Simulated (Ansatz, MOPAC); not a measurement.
Species: SnI, charge 1, multiplicity 1. SMILES: [Sn+][I]
Geometry from a B3LYP-D3(BJ)/def2-TZVP (Ansatz, a first-principles code) optimisation:
```xyz
2

Sn     0.0000     0.0000    -1.3461
I      0.0000     0.0000     1.2699
```
Charge +1, spin multiplicity 1.

Property: vertical electron affinity to the doublet, in eV. Conventions: def2 sets with scalar-relativistic core potentials past Kr; STO-3G and 3-21G all-electron and non-relativistic; no spin-orbit coupling; open shells spin-unrestricted; frozen cores in correlated levels (noble-gas shells and the d and f shells of earlier blocks); each state is the SCF solution reached for its charge and spin; LANL2DZ with its own core potentials from Na on. First-principles rows: single points at B3LYP-D3(BJ) geometries (Ansatz). Semi-empirical rows: differences of heats of formation at the shared geometry for vertical values. The spin state of an ion or metal species was assumed, not searched.

```json
[
 {"level": "PM3", "program": "MOPAC", "vertical electron affinity to the doublet (eV)": "7.60"},
 {"level": "PM6", "program": "MOPAC", "vertical electron affinity to the doublet (eV)": "7.19"},
 {"level": "MNDO", "program": "MOPAC", "vertical electron affinity to the doublet (eV)": "7.56"},
 {"level": "HF/LANL2DZ", "program": "Ansatz", "vertical electron affinity to the doublet (eV)": "6.89"},
 {"level": "PBE/LANL2DZ", "program": "Ansatz", "vertical electron affinity to the doublet (eV)": "6.94"},
 {"level": "B3LYP/STO-3G", "program": "Ansatz", "vertical electron affinity to the doublet (eV)": "4.15"},
 {"level": "B3LYP/3-21G", "program": "Ansatz", "vertical electron affinity to the doublet (eV)": "6.75"},
 {"level": "B3LYP/LANL2DZ", "program": "Ansatz", "vertical electron affinity to the doublet (eV)": "7.03"},
 {"level": "MP2/LANL2DZ", "program": "Ansatz", "vertical electron affinity to the doublet (eV)": "6.45"},
 {"level": "wB97M-V/def2-TZVPD", "program": "Ansatz", "vertical electron affinity to the doublet (eV)": "6.83"}
]
```

No value to compare with is used here. The 9 habitual levels span 4.15 (B3LYP/STO-3G) to 7.60 eV (PM3); wB97M-V/def2-TZVPD gives 6.83.

The levels are drawn from those run, B3LYP/6-31G* more often than the rest, none by its result; left out are runs that failed, that the program found above a lower state of the same kind, or whose <S^2> lies over 0.5 above the pure value.
